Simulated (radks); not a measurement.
The numbers below are computed, except where a source is named.
Species: I2+. Configuration: [Kr] 4d10 5s2 5p3.

Level of theory: non-relativistic Kohn-Sham, PBE, spin-polarised, spherical densities, point nucleus; open shells are filled with parallel spins first (spin-orbit coupling, left out, can overturn this in heavy ions); relativity is left out, which matters for an element this heavy (a radial shooting solver on a logarithmic mesh with Libxc functionals).

Energy parts (eV):
part                       energy
total                 -188274.536
kinetic                188207.125
electron-nucleus      -445948.316
Hartree                 74239.160
exchange-correlation    -4772.505

Orbitals (lengths in bohr, moments of r in powers of bohr; <r^-3> diverges for s and p1/2; r(max) is where P^2 peaks):
orbital  occ.  eigenvalue (eV)   r(max)   <1/r>  <r^-3>
1s up       1        -31667.77  0.01900   52.47       -
1s down     1        -31667.66  0.01900   52.47       -
2s up       1        -4788.218   0.1049   12.04       -
2s down     1        -4788.169   0.1049   12.04       -
2p up       3        -4500.852  0.08202   12.05    4893
2p down     3        -4500.758  0.08202   12.05    4892
3s up       1        -980.4011   0.2988   4.392       -
3s down     1        -980.3037   0.2988   4.392       -
3p up       3        -859.5817   0.2853   4.318   916.8
3p down     3        -859.4688   0.2853   4.318   916.8
3d up       5        -635.0457   0.2325   4.187   149.0
3d down     5        -634.9391   0.2325   4.187   149.0
4s up       1        -187.0901   0.7076   1.793       -
4s down     1        -186.8491   0.7079   1.793       -
4p up       3        -144.8336   0.7267   1.691   178.4
4p down     3        -144.5742   0.7269   1.692   178.5
4d up       5         -72.8459   0.7749   1.448   22.09
4d down     5         -72.4495   0.7748   1.454   22.24
5s up       1         -35.2747    1.750  0.6629       -
5s down     1         -32.7583    1.727  0.6694       -
5p up       3         -25.3989    1.960  0.5773   21.30
5p down     0         -22.8209    1.945  0.5751   21.38

The highest occupied level is 5p up at -25.399 eV. The electron density at the nucleus is 1.051e+05 e/bohr^3. Summed over all electrons, <r^2> = 42.60 bohr^2, which gives a Langevin (diamagnetic) susceptibility term of -33.7 x 10^-6 cm^3/mol. The spin density at the nucleus is -1.082 e/bohr^3 (1s -0.201, 2s 0.045, 3s 0.028, 4s 0.095, 5s -1.048). Virial ratio -V/T = 2.00036. The density falls to 0.001 e/bohr^3 at r = 3.93 bohr. Spin moment in Bohr magnetons: 3.
